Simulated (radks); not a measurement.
Task: The mean radii <r> (bohr) of the occupied orbitals of an atom or ion are listed with their occupations. Method: non-relativistic Kohn-Sham, LDA (Slater exchange, Perdew-Wang correlation), spin-unpolarised, spherical densities, point nucleus; computed with a radial shooting solver on a logarithmic mesh with Libxc functionals.

| orbital | occ. | <r> |
|---|---|---|
| 1s | 2 | 0.04645 |
| 2s | 2 | 0.2061 |
| 2p | 6 | 0.1782 |
| 3s | 2 | 0.5465 |
| 3p | 6 | 0.5375 |
| 3d | 1 | 0.4967 |

Name the element and its charge.

Result: Z = 33, arsenic, charge +14: As14+ in [Ar] 3d1. The 1s radius gives Z: for a bare nucleus <r> = 1.5/Z, 0.04545 bohr for Z = 33, and screening makes it slightly larger (0.04645 here). The occupations add up to 19, and the charge is Z minus that.
